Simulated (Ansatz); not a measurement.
Molecule: GaH3, net charge -1, doublet state. 
Geometry from a B3LYP-D3(BJ)/def2-TZVP (Ansatz, a first-principles code) optimisation:
```
Ga
H 1 1.6277
H 1 1.6277 2 111.23
H 1 1.6277 2 111.23 3 124.59
```
Charge -1, spin multiplicity 2.

Basis-set convergence of Hartree-Fock and CCSD correlation energies (hartree) with Ansatz. Correlated levels leave the core frozen unless marked. Open shells are spin-unrestricted. Spin-orbit coupling is left out. Frozen are the shells of the preceding noble gas and the d and f shells that filled before the atom's block. Non-relativistic.

| basis | functions | E(HF) | E(corr, CCSD) |
|---|---|---|---|
| def2-SVPD | 62 | -1924.70515 | -0.11589 |
| def2-TZVPPD | 105 | -1924.95552 | -0.12903 |
| def2-QZVPPD | 194 | -1924.99795 | -0.13316 |

Extrapolating the two largest sets (X = 3 and 4) as X^-3: E(corr) = (64·(-0.13316) - 27·(-0.12903))/37 = -0.1362 Eh, an estimate of the basis-set limit. The largest set recovers 97.8 % of it, the smallest 85.1 %.
